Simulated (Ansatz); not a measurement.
System: C3H12OSi2, charge 0, multiplicity 1. 
Coordinates optimised at B3LYP-D3(BJ)/def2-TZVP (Ansatz, a program for electronic structure):
SMILES: [SiH3]CCCO[SiH3]
```xyz
18

Si    -2.3171     0.5580     0.5617
C     -1.6038    -0.8577    -0.4554
C     -0.6172    -0.4608    -1.5614
C      0.6014     0.2893    -1.0539
O      1.2740    -0.5006    -0.0782
Si     2.4610     0.0825     0.9012
H     -2.8874     1.5998    -0.3307
H     -3.3950     0.0489     1.4440
H     -1.2873     1.2011     1.4131
H     -2.4447    -1.4000    -0.8974
H     -1.1175    -1.5543     0.2318
H     -1.1131     0.1732    -2.3029
H     -0.2766    -1.3566    -2.0880
H      0.3036     1.2488    -0.6124
H      1.2809     0.5058    -1.8853
H      1.9832     1.2718     1.6503
H      3.6559     0.4835     0.1151
H      2.8096    -1.0101     1.8308
```

Basis-set convergence of Hartree-Fock and CCSD(T) correlation energies (hartree) with Ansatz. Cores are frozen in the correlated levels unless marked. No spin-orbit coupling. No relativistic terms.

| basis | functions | E(HF) | E(corr, CCSD(T)) |
|---|---|---|---|
| cc-pV(D+d)Z | 162 | -773.36153 | -0.93431 |
| cc-pV(T+d)Z | 366 | -773.45089 | -1.13324 |
| cc-pV(Q+d)Z | 708 | -773.47209 | -1.19560 |

Extrapolating the two largest sets (X = 3 and 4) as X^-3: E(corr) = (64·(-1.19560) - 27·(-1.13324))/37 = -1.2411 Eh, an estimate of the basis-set limit. The largest set recovers 96.3 % of it, the smallest 75.3 %.
